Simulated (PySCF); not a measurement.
BiH₃, SMILES [BiH3]. The structure is a stationary point at B3LYP-D3(BJ)/def2-TZVPD. The def2 effective core potentials stand for the cores of Bi; spin–orbit coupling is left out.

Computed equilibrium geometry at B3LYP-D3(BJ)/def2-TZVPD (PySCF confirms it by a frequency run) as a Z-matrix, and its point group:
point group C3v.
```
Bi
H 1 1.7967
H 1 1.7967 2 90.49
H 1 1.7967 2 90.49 3 90.49
```
